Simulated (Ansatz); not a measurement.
Harmonic frequencies (cm⁻¹) at PBE0-D4/def2-TZVP from Ansatz: 54, 197, 202, 228, 302, 306, 418, 450, 502, 521, 523, 600, 620, 716, 739, 745, 761, 829, 938, 1016, 1123, 1468, 1667, 1895, 1898, 2211, 2237, 2700, 3087, 3154.

Each molecule was computed in one conformer, which needn't be the lowest.

(1) Which molecule is it?
A. `[AlH2][SiH]1CSC1`
B. `[AlH2][C@H]1C[Si@@H]1S`
C. `C=[C]([AlH2])[SiH2]S`
D. `C[SiH]1[CH2][Al]1[SH]`

Results:

(1) C.
